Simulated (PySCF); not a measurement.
FH5N2Sn, SMILES [F][SnH]([NH2])[NH2].

Geometry: B3LYP-D3(BJ)/def2-SVP. The def2 effective core potentials stand for the cores of Sn; spin–orbit coupling is left out. Other conformers were not sampled.

Two levels are set side by side: TDA-PBE/def2-SVPD (PySCF) and TDA-ωB97X/def2-SVPD (PySCF). Vertical, same geometry. The lowest singlet is HOMO→LUMO 91 % with PBE and HOMO→LUMO 76 % with the other functional; states are paired by order. Differences are taken from unrounded values.

```csv
quantity,TDA-ωB97X,TDA-PBE,TDA-PBE minus TDA-ωB97X
lowest singlet excitation (eV),6.34,4.97,-1.36
lowest triplet excitation (TDA) (eV),5.65,4.39,-1.26
first bright state (f over 0.05) (eV),6.60,5.24,-1.37
its oscillator strength,0.14,0.06,-0.08
```

A lower first singlet is the usual sign of a functional without exact exchange. Differences between two approximate levels are no errors against the true value.

Rough cost on one machine, each run with all the roots and properties that it gave: TDA-ωB97X against TDA-PBE about 4 times.
